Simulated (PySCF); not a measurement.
# Electron correlation in Si (silicon, neutral)

[Ne] 3s1 3p2 3d1, one real determinant (an excited configuration). Computed with PySCF 2.14 in aug-cc-pCVTZ-DK with one added diffuse shell each of s, p, d, f type (9s8p6d4f, 91 functions), with scalar relativity by spin-free X2C-1e. Frozen: [Ne]; 4 electrons correlated.

MP2 pair energies summed by pair of shells (mhartree):

| pair | energy | share (%) |
| --- | --- | --- |
| 3p-3p | -6.12 | 40.0 |
| 3p-3d | -4.21 | 27.5 |
| 3s-3p | -3.90 | 25.4 |
| 3s-3d | -1.10 | 7.2 |

Total MP2 correlation energy: -15.33 mhartree.

Same-spin part -15.33 and opposite-spin part 0.00 mhartree; SCS-MP2 scales them by 1/3 and 6/5 to -5.11 mhartree.

The reference is one real determinant that mixes LS terms of this configuration.
